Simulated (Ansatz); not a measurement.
Geometry optimisation, Ansatz, RKS B3LYP/6-31G*.

Input file:

```yaml
crystal:
  periodic: [false, false, false]
  atoms:
    - { symbol: B, position_ang: [-0.025833, -0.225124, -0.173629] }
    - { symbol: H, position_ang: [-0.026937, -0.691384, 0.931135] }
    - { symbol: "N", position_ang: [1.231297, 0.002685, -0.778159] }
    - { symbol: H, position_ang: [2.102242, -0.203569, -0.312823] }
    - { symbol: H, position_ang: [1.357032, 0.393562, -1.702024] }
    - { symbol: "N", position_ang: [-1.268354, -0.110998, -0.846008] }
    - { symbol: H, position_ang: [-2.132389, -0.098975, -0.323799] }
    - { symbol: H, position_ang: [-1.34492, 0.373998, -1.733106] }
    - { symbol: F, position_ang: [-0.225441, 1.888178, 1.219] }
    - { symbol: H, position_ang: [0.016402, 1.055527, 1.559813] }
basis:
  gaussian: { orbitals: "6-31G*" }
hamiltonian:
  xc: b3lyp
relax:
  f_tol: 0.03
  max_steps: 50
output:
  orbitals: {}
```

Command:

```bash
$ ansatz run input.yaml --threads 1 --pin off --max-ram 2048MiB --backend cpu --events-out ev --progress --plain --runs-dir out
```

Task: Where does it end, and by what steps?

Result: The forces met the threshold. After 9 steps the energy has fallen by 0.130 eV; F9 moved furthest, 0.56 Å.

```
step  energy less start (eV)  largest force component (eV/Å)  accepted
   0                  0.0000                           0.693       yes
   1                 -0.0742                           1.126       yes
   2                 -0.0733                           1.743        no
   3                 -0.0973                           0.655       yes
   4                 -0.1183                           0.240       yes
   5                 -0.1231                           0.124       yes
   6                 -0.0451                           0.989        no
   7                 -0.1273                           0.130       yes
   8                 -0.1295                           0.045       yes
   9                 -0.1297                           0.004       yes
```

```xyz
10
Properties=species:S:1:pos:R:3
B -0.017 -0.206 -0.240
H -0.033 -0.502 0.931
N 1.242 -0.060 -0.858
H 2.105 -0.141 -0.345
H 1.374 0.208 -1.823
N -1.259 -0.076 -0.896
H -2.136 -0.148 -0.404
H -1.365 0.201 -1.862
F -0.135 2.015 1.759
H -0.093 1.094 1.579
```

The run took 24 s on 1 thread of Arm Neoverse V2, with other jobs on the host, peak memory 0.14 GiB.
